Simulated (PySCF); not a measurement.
Ligand exchange on a metal centre used in film growth or etching (Cd OH-Br). All species are isolated molecules in the gas phase. One relaxed conformer stands for each flexible species; it need not be the lowest.

The LUMO from two functionals at the same geometries (r2SCAN-D4/def2-SVP), both in PySCF: PBE-D3(BJ)/def2-TZVP and B3LYP-D3(BJ)/def2-TZVP. B3LYP has the VWN-RPA correlation part, as in Gaussian. 

```
species                                  PBE-D3(BJ)/def2-TZVP (eV)  B3LYP-D3(BJ)/def2-TZVP (eV)
---------------------------------------  -------------------------  ---------------------------
0 of 2 OH replaced by Br ([Cd(OH)2])                         -2.35                        -1.83
1 of 2 OH replaced by Br ([Cd(OH)(Br)])                      -2.78                        -2.25
2 of 2 OH replaced by Br ([Cd(Br)2])                         -3.16                        -2.63
```

Over these rows, drawn at random from the members with no instability flagged (it was tested for open shells, ions and some series alone), PBE minus B3LYP-D3(BJ): mean -0.53 eV, from -0.53 eV to -0.52 eV.
